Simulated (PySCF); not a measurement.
## Electronic structure of Ni⁺ (nickel, charge +1) at the UHF level

Configuration: [Ar] 3d9, 2D determinant. Calculation: PySCF 2.14, in aug-cc-pVTZ with one added diffuse shell each of s, p, d, f, g type (9s8p6d4f3g, 118 functions); the non-relativistic Hamiltonian (point nucleus).

- Total energy: -1506.595929 hartree
- One-electron energy: -2090.7255 hartree
- Hartree (Coulomb) energy: 645.9032 hartree
- Exchange energy: -61.7737 hartree
- Kinetic energy: 1506.56139 hartree
- ⟨S²⟩: 0.7527
- ⟨L²⟩: 6.020
- Sum of ⟨r⟩: 17.47 bohr
- Sum of ⟨r²⟩: 19.12 bohr²
- Traceless quadrupole moment −½Σ⟨3z² − r²⟩ along its main axis: -0.444 e·bohr²
- Density at the nucleus (Gaussians lack the cusp): 14800 bohr⁻³
- Spin density at the nucleus: 0.0348 bohr⁻³
- Langevin diamagnetic susceptibility: -15.1 ×10⁻⁶ cm³/mol

```tsv
shell	electrons	mean orbital energy (hartree)	spread (hartree)	rms radius, mean of both spins (bohr)
1s α	1	-305.70529	0	0.0635
1s β	1	-305.70457	0	0.0635
2s α	1	-37.99187	0	0.268
2s β	1	-37.95498	0	0.268
2p α	3	-33.02147	0.03701	0.239
2p β	3	-32.98552	0.00105	0.239
3s α	1	-5.01026	0	0.811
3s β	1	-4.91178	0	0.811
3p α	3	-3.43007	0.07807	0.862
3p β	3	-3.31177	0.05444	0.862
3d α	5	-0.79694	0.09548	1.20
3d β	4	-0.73911	0.07531	1.20
```

Spin-orbit constants ζ (cm⁻¹) from the X2C one-electron operator on these orbitals (non-relativistic here): bare nucleus, nucleus screened by l(l+1)(2l+1)/3 electrons, and screened by the Breit-Pauli mean field of the electrons.

```csv
shell,bare,screened nucleus,mean field
2p,94040,87320,n/a
3p,11320,10510,n/a
3d,1085,697.7,n/a
```

To first order the Landé constant is A = -697.7 cm⁻¹, so the lowest level has J = 5/2 and lies 0.0865 eV below the centre of the term.
